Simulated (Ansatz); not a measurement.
Reaction (cleavage of the B–Al bond): `[BH2][Al]1[SiH2][S]1` + `C1N[SiH2]1` → `BN1C[SiH2]1` + `[AlH]1[SiH2][S]1`

Computed with Ansatz on PBE0-D4/def2-TZVP structures; ΔE is electronic, products minus reactants. CBS: MP2 limit from def2 TZ/QZ plus the TZ coupled-cluster correction, frozen cores. Functionals use def2-TZVPP. B3LYP here is the variant with VWN-RPA as its local correlation; programs differ in this.

`[BH2][Al]1[SiH2][S]1`:

Cartesian coordinates in Å:
```
B -0.269 0.845 -2.234
Al -0.100 0.196 -0.246
Si 0.420 -0.963 1.716
S -0.808 0.839 1.723
H 0.532 1.591 -2.716
H -1.148 0.455 -2.945
H -0.309 -2.158 2.215
H 1.682 -0.804 2.487
```

`C1N[SiH2]1`:

Z-matrix (Å, degrees):
```
C
Si 1 1.829
N 1 1.494 2 61.5
H 1 1.090 2 117.4 3 107.8
H 1 1.087 2 123.6 3 -101.3
H 2 1.481 1 117.8 3 -107.7
H 2 1.478 1 124.7 3 97.4
H 3 1.009 1 116.0 2 119.2
```

`BN1C[SiH2]1`:

Cartesian coordinates in Å:
```
B 1.354 -0.229 -1.072
N 0.258 0.019 -0.259
C -0.331 -0.668 0.918
Si -1.130 0.862 0.287
H 1.582 0.528 -1.974
H 2.046 -1.186 -0.860
H 0.278 -0.644 1.819
H -0.764 -1.645 0.715
H -2.355 0.801 -0.539
H -0.937 2.162 0.964
```

`[AlH]1[SiH2][S]1`:

Cartesian coordinates in Å:
```
Al 0.754 -0.475 1.072
Si -0.331 0.094 -0.896
S -0.774 1.066 1.029
H 1.681 -1.120 2.166
H -1.511 -0.614 -1.459
H 0.181 1.050 -1.912
```

```csv
level,ΔE (kJ/mol),difference from CCSD(T)/CBS
r2SCAN-D4,-157.5,0.7
B3LYP-D4,-164.8,-6.6
r2SCANh-D4,-158.8,-0.6
BHLYP-D4,-167.5,-9.3
ωB97M-V,-165.4,-7.2
PBE-QIDH,-160.5,-2.3
r2SCANh,-158.4,-0.2
HF/def2-SVP,-173.8,-15.6
HF/def2-TZVPP,-163.3,-5.1
CCSD(T)/def2-TZVPP,-158.4,-0.2
CCSD(T)/CBS,-158.2,0
```

Largest T1 diagnostic among the species: 0.016.

From PBE to PBE0 (25 % exact exchange), in def2-TZVPP and without D4, ΔE moves by −4.0 kJ/mol. At CCSD(T), def2-SVP lies −16.5 kJ/mol from the extrapolated value and def2-TZVPP −0.2 kJ/mol. Leaving LDA and LC-ωPBE aside and taking each functional with its dispersion term where it has one, the values, not all of them listed here, spread over 18.9 kJ/mol, from CAM-B3LYP-D4 to revPBE-D4. LDA lies −14.7 kJ/mol from PBE without D4.
